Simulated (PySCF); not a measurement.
Cartesian coordinates (Å):
```xyz
3

Zn     0.0000     0.0000     0.0000
F     -1.7076     0.2002    -0.2395
F      1.7076    -0.2002     0.2395
```
Charge 0, spin multiplicity 1.

Question: What LUMO, dipole moment and charge on the central atom (Mulliken) does TPSSh-D3(BJ)/def2-TZVP // TPSS-D3(BJ)/def2-SVP (PySCF 2.14.0) give?

Answer: 
| Item | Result |
|---|---|
| LUMO | -2.38 eV |
| dipole moment | 0.00 D |
| charge on the central atom (Mulliken) | 0.93 e |
